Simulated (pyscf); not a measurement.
## `[CH3][O][C-]([OH])[OH]`, singlet

Gas-phase minimum from PySCF at ωB97X-D3(BJ)/def2-SVPD, one conformer. 

SMILES: CO[C-](O)O
```xyz
10

C     -1.6331    -0.8054     1.3669
O     -0.3384    -0.2914     1.3338
C      0.4488    -0.8248     0.2065
O      0.0017    -0.0314    -0.9102
O      1.7493    -0.3622     0.5459
H     -1.6191    -1.9108     1.4350
H     -2.2126    -0.5333     0.4634
H     -2.1466    -0.3905     2.2530
H      0.0384     0.9055    -0.6290
H      1.6533     0.5473     0.8920
```
Charge -1, spin multiplicity 1.

Bonds (Å): C1–O2 1.393, C1–H6 1.108, C1–H7 1.107, C1–H8 1.105, O2–C3 1.475, C3–O4 1.441, C3–O5 1.421, O4–H9 0.979, O5–H10 0.978. Angles (°): O2–C1–H6 111.0, O2–C1–H7 112.1, O2–C1–H8 108.2, H6–C1–H7 107.6, H6–C1–H8 109.3, H7–C1–H8 108.6, C1–O2–C3 112.4, O2–C3–O4 103.2, O2–C3–O5 100.8, O4–C3–O5 106.8, C3–O4–H9 107.0, C3–O5–H10 107.3.

Properties at ωB97X-D3(BJ)/def2-SVPD:

| Property | Value |
|---|---|
| Harmonic wavenumbers, unscaled | 110, 170, 227, 330, 376, 523, 590, 623, 790, 861, 983, 1174, 1181, 1194, 1205, 1350, 1432, 1451, 1494, 2981, 3042, 3067, 3564, 3583 cm⁻¹ |
| Zero-point energy | 46.2 kcal/mol |
| Rotational symmetry number | 1 |
| Entropy of this conformer at 298 K and 1 atm, rigid rotor and harmonic oscillator, modes under 100 cm⁻¹ raised to 100 | 320.0 J/(mol K) |
| Dipole moment | depends on origin |

Single-point totals, which compare only within one level:

```json
[
 {"level": "ωB97X-D3(BJ)/def2-TZVPD", "total energy (hartree)": "-305.04220"},
 {"level": "PBE/def2-TZVPD", "total energy (hartree)": "-304.63917"},
 {"level": "r²SCAN/def2-TZVPD", "total energy (hartree)": "-304.81205"},
 {"level": "B3LYP-D3(BJ)/def2-TZVPD", "total energy (hartree)": "-304.98603"},
 {"level": "PBE0-D3(BJ)/def2-TZVPD", "total energy (hartree)": "-304.63732"},
 {"level": "M06-2X/def2-TZVPD", "total energy (hartree)": "-304.84810"},
 {"level": "ωB97M-D3(BJ)/def2-TZVPD", "total energy (hartree)": "-305.04085"}
]
```

Soft torsions are taken as harmonic, which can shift the entropy by several J/(mol K).
